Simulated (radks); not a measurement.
Species: the arsenic ion As+. Configuration: [Ar] 3d10 4s2 4p(up 2, down 0) (the NIST ground configuration).

All-electron calculation, non-relativistic Kohn-Sham, PBE, spin-polarised, spherical densities, point nucleus. Program: a radial shooting solver on a logarithmic mesh with Libxc functionals.

Energy parts (eV):
| part | energy |
|---|---|
| total | -60821.990 |
| kinetic | 60784.579 |
| electron-nucleus | -145203.558 |
| Hartree | 25839.524 |
| exchange-correlation | -2242.535 |

Orbitals (lengths in bohr, moments of r in powers of bohr; <r^-3> diverges for s and p1/2; r(max) is where P^2 peaks; r(90%) holds 90 % of the orbital's charge):
| orbital | occ. | eigenvalue (eV) | <r^-3> | r(max) | <r^2> | r(90%) |
|---|---|---|---|---|---|---|
| 1s up | 1 | -11549.39 | - | 0.03062 | 0.002881 | 0.0826 |
| 1s down | 1 | -11549.30 | - | 0.03062 | 0.002881 | 0.0826 |
| 2s up | 1 | -1456.634 | - | 0.1737 | 0.05031 | 0.319 |
| 2s down | 1 | -1456.597 | - | 0.1737 | 0.05031 | 0.319 |
| 2p up | 3 | -1303.631 | 1041 | 0.1378 | 0.03910 | 0.291 |
| 2p down | 3 | -1303.553 | 1040 | 0.1378 | 0.03910 | 0.291 |
| 3s up | 1 | -193.5803 | - | 0.5310 | 0.4276 | 0.909 |
| 3s down | 1 | -193.4610 | - | 0.5311 | 0.4273 | 0.909 |
| 3p up | 3 | -141.9298 | 142.8 | 0.5250 | 0.4545 | 0.954 |
| 3p down | 3 | -141.7913 | 142.8 | 0.5251 | 0.4537 | 0.953 |
| 3d up | 5 | -51.4042 | 16.94 | 0.4761 | 0.5773 | 1.13 |
| 3d down | 5 | -51.1896 | 17.02 | 0.4760 | 0.5694 | 1.12 |
| 4s up | 1 | -23.5923 | - | 1.633 | 4.148 | 2.83 |
| 4s down | 1 | -21.7119 | - | 1.611 | 4.141 | 2.84 |
| 4p up | 2 | -14.0957 | 9.665 | 1.915 | 6.114 | 3.48 |
| 4p down | 0 | -12.1871 | 9.640 | 1.902 | 6.357 | 3.57 |

The highest occupied level is 4p up at -14.096 eV. The density falls to 0.001 e/bohr^3 at r = 3.95 bohr. Spin moment in Bohr magnetons: 2. The spin density at the nucleus is -0.5861 e/bohr^3 (1s -0.1104, 2s 0.0426, 3s 0.0078, 4s -0.5261), a Fermi contact field of -30.7 T.
